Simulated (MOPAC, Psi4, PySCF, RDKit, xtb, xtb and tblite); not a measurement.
Two geometries of SMILES C=CCc1ccco1, singlet, relaxed at GFN2-xTB with one dihedral held; other torsions can differ between them too.

Structure A

```
16

C     -2.8421     0.7765     0.2043
C     -1.8407     0.2270    -0.4543
C     -0.8966    -0.8131     0.0866
C     -1.1750    -1.2107     1.4953
C     -2.0240    -2.1381     2.0243
C     -1.8771    -2.0556     3.4313
C     -0.9518    -1.0851     3.6514
O     -0.5216    -0.5687     2.4870
H     -3.4758     1.5200    -0.2479
H     -3.0729     0.5073     1.2214
H     -1.6336     0.5178    -1.4764
H      0.1220    -0.4179     0.0282
H     -0.9491    -1.6975    -0.5551
H     -2.6714    -2.7960     1.4814
H     -2.3894    -2.6390     4.1687
H     -0.5282    -0.6861     4.5514
```

Structure B

```
16

C      2.7221     0.8471     0.2943
C      1.8115     0.2442    -0.4456
C      0.9221    -0.8721     0.0449
C      0.4433    -0.6422     1.4388
C      0.8793    -1.1171     2.6404
C      0.0569    -0.5182     3.6273
C     -0.8138     0.2759     2.9516
O     -0.5884     0.2075     1.6278
H      3.3459     1.6311    -0.0993
H      2.8712     0.5893     1.3300
H      1.6821     0.5193    -1.4834
H      0.0573    -0.9585    -0.6163
H      1.4745    -1.8147     0.0121
H      1.6803    -1.8092     2.8036
H      0.1111    -0.6630     4.6868
H     -1.6108     0.9123     3.2809
```

Which is lower in energy at the level Psi4 with PBE0-D3(BJ)/def2-SVP // GFN2-xTB, and by how much?

A is lower, by 5.57 kJ/mol (dihedral C1–C2–C3–C4: 0° in A, 40° in B).

E(B) − E(A) in kJ/mol at the other levels, on the same two geometries: GFN2-xTB (xtb and tblite) 2.50; MMFF94 // GFN2-xTB (RDKit) 5.70; PBE0/def2-SVP // GFN2-xTB (Psi4) 5.38; PBE/def2-SVP // GFN2-xTB (Psi4) 5.44; PBE-D3(BJ)/def2-SVP // GFN2-xTB (Psi4) 5.65; UFF // GFN2-xTB (RDKit) -8.51; PM3, restricted, heats of formation // GFN2-xTB (MOPAC) 1.05; AM1, restricted, heats of formation // GFN2-xTB (MOPAC) 2.09; GFN1-xTB // GFN2-xTB (xtb) 2.27; restricted B3LYP/6-31G*, spherical d, density fitting // GFN2-xTB (PySCF) 4.79; restricted B3LYP/3-21G // GFN2-xTB (PySCF) 4.69; restricted Hartree-Fock/3-21G // GFN2-xTB (PySCF) 3.46; restricted MP2 (frozen core)/6-31G*, spherical d // GFN2-xTB (PySCF) 4.32.
